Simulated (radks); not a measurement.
All-electron atom: Pm2+ in [Xe] 4f3.75 6s1.25 (fractional occupations, a model configuration). All-electron calculation, Dirac Kohn-Sham, PBEsol, spin-unpolarised, spherical densities, point nucleus; open shells are shared between the two j in proportion to 2j + 1. Program: a radial shooting solver on a logarithmic mesh with Libxc functionals.

Normalised radial functions P(r) = r R(r) (large component), r in bohr:

r,4d5/2,4f5/2
0.0009547,0.0000,0.0000
0.001111,0.0000,0.0000
0.001284,0.0000,0.0000
0.001494,0.0000,0.0000
0.00174,0.0000,0.0000
0.002025,0.0000,0.0000
0.002358,0.0001,0.0000
0.002723,0.0001,0.0000
0.00317,0.0001,0.0000
0.00369,0.0002,0.0000
0.004296,0.0003,0.0000
0.005001,0.0005,0.0000
0.005776,0.0007,0.0000
0.006724,0.0012,0.0000
0.007828,0.0018,0.0000
0.009113,0.0027,0.0000
0.01052,0.0040,0.0000
0.01225,0.0061,0.0001
0.01426,0.0092,0.0001
0.0166,0.0138,0.0002
0.01933,0.0206,0.0003
0.02232,0.0298,0.0004
0.02599,0.0435,0.0008
0.03026,0.0630,0.0013
0.03522,0.0899,0.0022
0.041,0.1264,0.0037
0.04736,0.1718,0.0061
0.05513,0.2330,0.0100
0.06418,0.3088,0.0161
0.07471,0.3984,0.0257
0.08698,0.4980,0.0404
0.1005,0.5943,0.0608
0.1169,0.6857,0.0916
0.1361,0.7488,0.1348
0.1585,0.7614,0.1934
0.1845,0.7009,0.2697
0.2131,0.5600,0.3592
0.2481,0.3174,0.4708
0.2888,-0.0101,0.5953
0.3362,-0.3890,0.7248
0.3914,-0.7674,0.8476
0.452,-1.0702,0.9456
0.5262,-1.2784,1.0165
0.6126,-1.3410,1.0442
0.7131,-1.2602,1.0256
0.8302,-1.0697,0.9643
0.9588,-0.8357,0.8749
1.116,-0.5840,0.7586
1.299,-0.3672,0.6312
1.513,-0.2058,0.5026
1.747,-0.1057,0.3875
2.034,-0.0455,0.2796
2.368,-0.0167,0.1902
2.756,-0.0051,0.1213
3.209,-0.0013,0.0719
3.706,-0.0003,0.0405
4.314,0.0000,0.0199
5.022,0.0000,0.0085
5.847,0.0000,0.0032
6.807,0.0000,0.0010
7.861,0.0000,0.0003
9.152,0.0000,0.0001
10.65,0.0000,0.0000

4d5/2: eigenvalue -145.85 eV, 1 radial node at r = 0.288 bohr, <r> = 0.688 bohr, 90 % of the charge inside 1.03 bohr. 4f5/2: eigenvalue -26.037 eV, 0 radial nodes, <r> = 0.921 bohr, 90 % of the charge inside 1.56 bohr.
